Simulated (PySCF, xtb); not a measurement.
CH12OSi4, SMILES [SiH3]C[Si@@H](O)[SiH2][SiH3]. One conformer was computed; it need not be the lowest.

Harmonic wavenumbers (cm⁻¹) from GFN2-xTB run with xtb 6.7.1 at its own minimum, in rising order: 16, 33, 55, 62, 105, 113, 149, 177, 239, 294, 335, 391, 433, 445, 486, 493, 521, 558, 595, 631, 659, 709, 725, 776, 785, 791, 802, 812, 814, 826, 834, 837, 882, 1022, 1139, 1468, 2109, 2130, 2152, 2206, 2217, 2226, 2235, 2237, 2245, 2956, 2978, 3642.

What does PBE0-D3(BJ)/def2-SVP (PySCF) give at its own minimum? (Estimate from the structure and the level; the computed values follow.)

32, 48, 71, 98, 119, 130, 177, 195, 205, 294, 352, 394, 452, 486, 500, 515, 560, 642, 671, 689, 720, 758, 763, 826, 834, 870, 899, 917, 934, 935, 941, 944, 949, 1004, 1070, 1371, 2183, 2209, 2212, 2216, 2223, 2226, 2230, 2231, 2238, 3058, 3123, 3918. Paired by order, the mean absolute difference is 53 cm⁻¹ and the zero-point energies are 70.5 and 73.5 kcal/mol.
